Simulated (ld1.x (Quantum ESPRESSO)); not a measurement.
# Pt (Z = 78): one change to a TM potential, before and after

platinum, norm-conserving Troullier–Martins (Kleinman–Bylander form), made with ld1.x (Quantum ESPRESSO) 7.5 (LDA (PZ), scalar-relativistic). Core [Xe] 4f14, reference 5d9 6s1 6p0. Waves: 6s (bound): rc 2.30 bohr; 5d (bound): rc 1.75 bohr; 5f channel at 0.4 Ry: rc 2.70 bohr; 6p (bound, empty): rc 2.65 bohr. Local part: the p channel. Core correction: Bessel-smoothed model core, default radius (core density twice the valence density).

All-electron outer shells of the reference configuration (LDA (PZ), scalar-relativistic, ld1.x):

| shell | level (eV) | outermost node (bohr) | outermost maximum (bohr) |
| --- | --- | --- | --- |
| 4f | -70.51 | – | 0.38 |
| 5p | -56.29 | 0.53 | 0.98 |
| 5d | -6.38 | 0.57 | 1.26 |
| 6s | -5.97 | 1.14 | 2.38 |
| 6p | -0.96 | 1.36 | 3.55 |

Change: wave 6s (bound): rc 2.30 bohr becomes 6s (bound): rc 1.66 bohr.

Cutoffs: the cutoffs (Ry, on a coarse ladder) from which the occupation-weighted sum of valence levels, in a spherical-Bessel basis at the reference potential, stays within 10 and 1 mRy of its value at 400 Ry; they do not see the model core or the augmentation charge, which bear on the density cutoff. Errors are all-electron minus pseudo energies relative to the spin-unpolarised reference configuration.

**Question.** Predict the effect on cutoff, ghosts and configuration errors.

**Answer.** The potential gets harder (40 Ry and 50 Ry → 45 Ry and 80 Ry); of the 9 tests that both files solve, the error grows in 0 and shrinks in 5 by more than 15 % and 0.3 meV (median size 82.5 → 57.3 meV); neither file shows a bound ghost. A smaller radius makes the pseudo-wave follow the all-electron one further in, where it bends more sharply, so more plane waves are needed. Less of the atom is replaced, so other configurations are described better.

| quantity | base | changed |
| --- | --- | --- |
| cutoff, loose | 40 Ry | 45 Ry |
| cutoff, tight | 50 Ry | 80 Ry |
| loose cutoff by channel (10 mRy a level) | s 8 Ry, d 35 Ry | s 25 Ry, d 35 Ry |
| bound ghosts | none | none |
| error for 5d9 6s0 6p0, meV [ΔE 9.54 eV] | -17 | -11 |
| error for 5d8 6s0 6p0, meV [ΔE 29.80 eV] | -144 | -160 |
| error for 5d7 6s0 6p0, meV [ΔE 62.32 eV] | -616 | -668 |
| error for 5d8 6s2 6p0, meV [ΔE 0.93 eV] | -86 | -57 |
| error for 5d9 6s0 6p1, meV [ΔE 5.19 eV] | -5.6 | -4.4 |
| error for 5d6 6s0 6p0, meV [ΔE 108.26 eV] | -1529 | -1629 |
| error for 5d8 6s1 6p0, meV [ΔE 11.42 eV] | -82 | -74 |
| error for 5d9 6s1 6p0 (spin-polarised), meV [ΔE -0.38 eV] | +7.7 | +1.5 |
| error for 5d9 6s0 6p0 (spin-polarised), meV [ΔE 9.42 eV] | -17 | -9.9 |
| s: phases at 2.97 bohr within 0.05 rad from the reference energy up to (Ry; the scan ends near 5) | 1.3 | 1.3 |
| p: phases at 2.97 bohr within 0.05 rad from the reference energy up to (Ry; the scan ends near 5) | 2.5 | 2.5 |
| d: phases at 2.97 bohr within 0.05 rad from the reference energy up to (Ry; the scan ends near 5) | 0.7 | 0.7 |
| f: phases at 2.97 bohr within 0.05 rad from the reference energy up to (Ry; the scan ends near 5) | 3.5 | 3.5 |
